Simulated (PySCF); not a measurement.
Species: sum formula H₅SiO₃ (charge +1, singlet). It need not be the lowest isomer of its formula. SMILES: [SiH]([OH2+])(O)O
Structure (B3LYP-D3(BJ)/def2-TZVP (Ansatz) minimum search):
```
Si
O 1 1.5988
H 2 0.9623 1 127.17
O 1 1.5988 2 119.10 3 110.20
H 4 0.9623 1 127.17 2 -110.20
H 1 1.4577 2 116.60 3 -38.21
O 1 1.8119 6 106.47 4 -105.40
H 7 0.9737 1 119.06 6 108.91
H 7 0.9737 8 111.57 1 -144.81
```
Charge +1, spin multiplicity 1.

Dispersion corrections to the total energy (kcal/mol) from the dftd3 and dftd4 libraries through PySCF: D3(BJ) without and D4 with the three-body term, each with the damping fitted for the functional named.

```
functional  D3(BJ)     D4
----------  ------  -----
HSE06        -2.12  -2.24
B2PLYP           …  -2.02
CAM-B3LYP    -2.54  -2.42
revPBE           …  -9.63
B3LYP        -5.81  -4.73
BLYP             …  -6.61
BHLYP        -4.59  -3.44
```

Fill in the missing entries.


- B2PLYP, D3(BJ): -2.69
- revPBE, D3(BJ): -8.44
- BLYP, D3(BJ): -7.10
